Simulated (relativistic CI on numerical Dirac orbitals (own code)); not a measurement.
# Energy levels of Yb⁴⁹⁺

Computed by Dirac-Coulomb-Breit CI, KLI orbitals optimised for each configuration, model QED, unscaled Slater integrals (own radial code, finite nucleus).

CI space (outside the closed core [Ne]): 3s2 3p6 3d3, 3s2 3p5 3d4, 3s 3p6 3d4, 3s2 3p6 3d2 4s, 3s2 3p6 3d2 4p, 3s2 3p6 3d2 4d, 3s2 3p5 3d3 4s, 3s2 3p6 3d2 4f, 3s2 3p5 3d3 4p, 3s 3p6 3d3 4s, 3p6 3d4 4p, 3s 3p6 3d3 4p, 3s2 3p6 3d 4s 4p, 3s2 3p6 3d2 5s, 3s 3p6 3d3 4d, 3s2 3p6 3d2 5p, 3s2 3p6 3d 4p 4d, 3s2 3p6 3d2 5f, 3s 3p6 3d2 4s 4p, 3p6 3d5, 3p5 3d6, 3p5 3d5 4s, 3p6 3d4 4s, 3p5 3d4 4s2, 3s2 3p6 3d 4s2, 3s2 3p6 4s2 4p, 3s2 3p6 4s2 4d, 3s2 3p6 3d 4p2, 3s2 3p6 4s 4p2, 3s2 3p6 4p3, 3s2 3p6 4p2 4d, 3s2 3p5 3d 4s 4p2. Double excitations out of closed p, d and f shells are left out; levels of such configurations are missing from the list, as are those of other unlisted configurations, and high levels can miss mixing partners. These lack a partner that the ground configuration has and come out too high: 3s2 3p5 3d3 4p.

The lowest level is 3s2 3p6 3d3 4F_3/2, with 47 % of that term; Hund's rules for 3s2 3p6 3d3 give 4F with J = 3/2, in agreement.

```tsv
No.	Configuration	Term	J	E (Ry)	%	Next component (%)	Lifetime (s)
1	3s2 3p6 3d3	4F	3/2	0.0000	47	38 2D	
2	3s2 3p6 3d3	4F	5/2	3.5601	83	15 2D	6.90e-07
3	3s2 3p6 3d3	4P	3/2	4.0302	39	31 4F	8.38e-07
4	3s2 3p6 3d3	2G	7/2	4.2596	48	35 4F	1.62e-04
5	3s2 3p6 3d3	2H	9/2	4.2749	45	42 2G	2.86e+01
6	3s2 3p6 3d3	4P	1/2	4.4074	58	42 2P	2.24e-06
7	3s2 3p6 3d3	2D	5/2	6.0011	40	38 4P	5.26e-06
8	3s2 3p6 3d3	4F	7/2	7.7628	64	34 2G	3.70e-07
9	3s2 3p6 3d3	4F	9/2	8.0692	51	42 2H	6.32e-07
10	3s2 3p6 3d3	4P	3/2	8.4597	41	38 2D	3.01e-07
11	3s2 3p6 3d3	2P	1/2	8.6681	58	42 4P	4.72e-07
12	3s2 3p6 3d3	2H	11/2	8.7487	100		1.56e-06
13	3s2 3p6 3d3	2D	5/2	8.8120	45	33 4P	6.01e-07
14	3s2 3p6 3d3	2F	5/2	9.3710	43	40 2D	9.33e-07
15	3s2 3p6 3d3	2F	7/2	9.4438	81	17 2G	1.17e-06
16	3s2 3p6 3d3	2D	3/2	10.8331	74	20 2P	5.51e-07
17	3s2 3p6 3d3	2G	9/2	12.2610	51	35 4F	3.07e-07
18	3s2 3p6 3d3	2D	3/2	13.3089	48	37 2P	2.90e-07
19	3s2 3p6 3d3	2D	5/2	14.0426	61	23 2F	2.27e-07
20	3s2 3p5 3d4	4P°	3/2	19.4829	21	19 4D°	1.72e-10
21	3s2 3p5 3d4	6D°	5/2	22.5713	30	24 4D°	1.24e-10
22	3s2 3p5 3d4	4P°	1/2	23.1361	28	27 6D°	5.49e-11
23	3s2 3p5 3d4	6D°	7/2	23.2828	22	22 4D°	1.08e-10
24	3s2 3p5 3d4	2D°	3/2	23.2914	25	23 4F°	1.73e-10
25	3s2 3p5 3d4	4F°	9/2	23.3400	30	19 4G°	1.60e-10
26	3s2 3p5 3d4	4G°	11/2	23.7045	33	25 2H°	2.25e-10
27	3s2 3p5 3d4	2G°	7/2	23.7970	23	20 2F°	1.10e-10
28	3s2 3p5 3d4	4F°	5/2	24.1883	29	20 2D°	8.84e-11
29	3s2 3p5 3d4	4D°	3/2	24.2935	23	19 4P°	1.43e-10
30	3s2 3p5 3d4	4D°	5/2	24.6286	26	18 4F°	1.54e-10
31	3s2 3p5 3d4	2G°	9/2	24.7889	28	21 4F°	5.76e-10
32	3s2 3p5 3d4	4F°	7/2	24.9766	27	19 2F°	2.66e-10
33	3s2 3p5 3d4	4D°	1/2	26.0756	41	27 2P°	1.37e-12
34	3s2 3p5 3d4	4G°	5/2	26.5861	42	35 2F°	9.18e-13
35	3s2 3p5 3d4	6D°	9/2	26.6071	34	17 4H°	1.36e-10
36	3s2 3p5 3d4	6D°	7/2	26.6666	29	18 2F°	4.64e-11
37	3s2 3p5 3d4	6D°	3/2	26.9733	22	21 4F°	2.18e-11
38	3s2 3p5 3d4	4D°	1/2	26.9804	35	24 4P°	8.62e-11
39	3s2 3p5 3d4	6F°	11/2	27.0464	28	25 4G°	1.56e-10
40	3s2 3p5 3d4	2D°	3/2	27.3005	38	36 4F°	7.44e-13
41	3s2 3p5 3d4	4F°	5/2	27.3192	24	17 6P°	2.37e-11
42	3s2 3p5 3d4	4H°	13/2	27.4103	46	46 4I°	1.02e-10
43	3s2 3p5 3d4	4F°	7/2	27.5138	22	21 2G°	3.68e-11
44	3s2 3p5 3d4	4G°	11/2	27.5917	30	23 2I°	1.91e-10
45	3s2 3p5 3d4	4F°	7/2	27.6118	22	19 4G°	3.49e-11
46	3s2 3p5 3d4	6F°	9/2	27.6496	24	23 4H°	6.98e-11
47	3s2 3p5 3d4	4I°	15/2	27.6498	51	49 2K°	3.98e-03
48	3s2 3p5 3d4	4P°	3/2	27.8125	30	22 4D°	2.74e-11
49	3s2 3p5 3d4	2D°	5/2	27.8493	19	17 2F°	2.62e-11
50	3s2 3p5 3d4	4D°	5/2	27.9684	38	23 4P°	1.69e-11
51	3s2 3p5 3d4	2H°	9/2	27.9698	38	28 4G°	4.00e-11
52	3s2 3p5 3d4	4D°	7/2	28.2864	37	18 4G°	1.42e-11
53	3s2 3p5 3d4	2F°	5/2	28.3016	43	21 4G°	2.17e-11
54	3s2 3p5 3d4	2I°	13/2	28.3036	54	32 4H°	2.17e-10
55	3s2 3p5 3d4	4G°	9/2	28.4045	36	29 2G°	1.39e-11
56	3s2 3p5 3d4	2H°	11/2	28.4834	53	33 4H°	1.20e-11
57	3s2 3p5 3d4	4F°	3/2	28.6008	38	28 2D°	8.58e-12
58	3s2 3p5 3d4	4G°	7/2	29.1741	25	23 2F°	2.71e-12
59	3s2 3p5 3d4	4G°	11/2	29.2269	52	23 2H°	7.14e-12
60	3s2 3p5 3d4	2D°	3/2	29.3457	31	18 4F°	4.55e-12
61	3s2 3p5 3d4	4D°	1/2	29.3535	54	18 2P°	3.38e-11
62	3s2 3p5 3d4	2H°	9/2	29.4930	29	21 2G°	3.65e-12
63	3s2 3p5 3d4	2F°	5/2	29.6073	35	22 2D°	6.17e-12
64	3s2 3p5 3d4	2P°	3/2	29.6651	24	23 2D°	5.31e-12
65	3s2 3p5 3d4	4F°	5/2	29.7913	34	19 2D°	4.50e-12
66	3s2 3p5 3d4	4D°	7/2	29.8317	30	23 2G°	1.85e-11
67	3s2 3p5 3d4	2H°	11/2	30.1406	44	29 2I°	2.92e-12
68	3s2 3p5 3d4	4F°	9/2	30.2680	43	21 2G°	6.59e-12
69	3s2 3p5 3d4	2G°	7/2	30.5318	26	26 4F°	2.65e-12
70	3s2 3p5 3d4	4D°	3/2	30.5492	32	17 2P°	9.83e-13
```

Energies count from the lowest computed level; ° marks odd parity; lifetimes are radiative, by E1, M1, E2, M2, E3 decay to levels of this space only.

The mean weight of the leading LS term, summed over parents, in these 70 levels is 39 %, and that of the leading jj configuration (from the same eigenvectors) 94 %, so jj coupling describes them better and the LS labels are nominal.

At this charge energies of transitions that change n are usually good to better than 1 %, and those within a shell (Δn = 0) to a few per cent.

LS names give the leading component of a level, which can be under half, so a name can repeat, a term be missing and a line seem to break the LS rules.
